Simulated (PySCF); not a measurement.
**Telling isomers of C$_{7}$H$_{12}$O apart by NMR**

PySCF 2.14 calculation with geometry from PBE0-D3(BJ)/def2-SVP and shieldings: GIAO PBE0/pcSseg-1; gas phase, relativity neglected, one conformer, equivalent nuclei averaged.

Scale: TMS for ¹H (σref 31.27) and ¹³C (σref 184.41) (reference shieldings calculated alike). Where no couplings were computed, multiplicities follow the n + 1 count of equivalent neighbours, and m marks all less simple cases (inequivalent or close neighbours, rings, F or P nearby). Shifts are as computed. Against solution values, carbons near 30 ppm lie about +2 ppm off and those near 130 ppm about +5 ppm. Of 1211 compounds with measured shifts, 218 miss one by over three times the rms of a fit or turn the order of signals round; such compounds aren't used in these exercises.

(1) Tabulate the signals of `COC1=CCCCC1`, `C=CC(=O)C(C)(C)C` and their relative energies.

(2) What is the quickest way to tell COC1=CCCCC1 from C=CC(=O)C(C)(C)C?

## Answers

(1) 
```tsv
SMILES	carbon types	δC	δH	E rel. (kcal/mol)
COC1=CCCCC1	1×C 1×CH 4×CH2 1×CH3	162.9, 96.0, 53.3, 30.3, 26.4, 25.0, 24.9	4.35 (t, 1H), 3.41 (s, 3H), 2.08 (m, 2H), 1.99 (m, 2H), 1.50 (m, 2H), 1.38 (m, 2H)	0.0
C=CC(=O)C(C)(C)C	2×C 1×CH 1×CH2 3×CH3	205.5, 139.3, 136.0, 43.6, 27.1	7.04 (m, 1H), 6.86 (m, 1H), 6.06 (m, 1H), 1.07 (s, 9H)	1.7
```

Energies are electronic energies at PBE0/pcSseg-1 on these geometries, without zero-point or thermal terms, each for the one conformer computed, which needn't be the lowest.

(2) Count the carbon signals: 7 against 5. The first has an allylic sp3 CH2 at 30.3 ppm, the second a β carbon of a C=C–C=O unit (CH2) at 139.3 ppm. Their most deshielded carbons lie at 162.9 and 205.5 ppm. In the proton spectra the most deshielded non-exchanging signals are 4.35 (t, 1H) and 7.04 (m, 1H).
